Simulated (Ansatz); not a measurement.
Computed with Ansatz on PBE0-D4/def2-TZVP structures; ΔE is electronic, products minus reactants. CCSD(T)/CBS is the MP2 limit (def2-TZVPP, def2-QZVPP) plus CCSD(T) − MP2 in def2-TZVPP, frozen cores. DFT in def2-TZVPP. One conformer a species, not always the lowest.

`CB[SiH2][SiH2]F` + `OCF` → `FCO[SiH2]F` + `CB[SiH3]`  (cleavage of the Si–Si bond)

`CB[SiH2][SiH2]F`:

Cartesian coordinates in Å:
```
C -1.571 1.529 0.097
B -0.147 1.278 -0.465
Si 0.481 -0.525 -1.095
Si 1.190 -1.637 0.849
F 1.685 -3.127 0.507
H -1.442 1.517 1.193
H -2.329 0.783 -0.145
H -1.949 2.531 -0.126
H 0.654 2.170 -0.413
H 1.634 -0.483 -2.037
H -0.605 -1.355 -1.694
H 2.323 -0.930 1.503
H 0.075 -1.752 1.828
```

`OCF`:

Cartesian coordinates in Å:
```
O 0.850 0.204 0.637
C -0.250 0.160 -0.178
F -1.225 -0.664 0.348
H 1.308 -0.641 0.599
H -0.025 -0.230 -1.178
H -0.658 1.170 -0.229
```

`FCO[SiH2]F`:

Cartesian coordinates in Å:
```
F -1.853 0.318 -0.503
C -0.674 1.011 -0.644
O 0.396 0.146 -0.634
Si 0.764 -0.968 0.511
F 0.854 -0.252 1.933
H -0.698 1.519 -1.610
H -0.619 1.725 0.185
H -0.266 -2.020 0.619
H 2.096 -1.479 0.143
```

`CB[SiH3]`:

Cartesian coordinates in Å:
```
C 0.075 -0.230 -1.561
B 0.579 -0.376 -0.103
Si -0.327 0.444 1.504
H -0.538 -1.140 -1.700
H 0.854 -0.287 -2.324
H -0.590 0.613 -1.758
H 1.550 -1.053 0.104
H -0.536 -0.557 2.589
H -1.640 1.081 1.201
H 0.574 1.504 2.049
```

| species | PBE-D4 energy (Eh) |
| --- | --- |
| `CB[SiH2][SiH2]F` | -746.21908 |
| `OCF` | -214.84163 |
| `FCO[SiH2]F` | -604.69234 |
| `CB[SiH3]` | -356.39742 |

Question: Work out ΔE.

Answer: ΔE = (-604.69234) + (-356.39742) − (-746.21908) − (-214.84163) = -0.02905 Eh = -76.3 kJ/mol. CCSD(T)/CBS gives -104.0 kJ/mol.

Question: What do rigid-rotor, harmonic-oscillator terms from PBE0-D4/def2-TZVP frequencies (298.15 K, 1 bar) make of the CCSD(T)/CBS value? (An estimate is asked.)

Answer: Ansatz gave: ΔZPE = -5.9 kJ/mol, ΔH = -110.8 kJ/mol, ΔS = -3 J/(mol·K), ΔG = -109.9 kJ/mol. Modes under 50 cm⁻¹ make the entropy rough.

Largest T1 diagnostic among the species: 0.013.

From r2SCAN to r2SCAN0 (25 % exact exchange), in def2-TZVPP and without D4, ΔE moves by −4.0 kJ/mol. Leaving LDA and LC-ωPBE aside and taking each functional with its dispersion term where it has one, the values, not all of them listed here, spread over 36.4 kJ/mol, from BHLYP-D4 to PBE-D4. LDA lies −6.0 kJ/mol from PBE without D4. In def2-TZVPP, CCSD(T) changes the Hartree–Fock value by +24.8 kJ/mol (the triples alone add +3.7 kJ/mol) and MP2 by +18.7 kJ/mol.
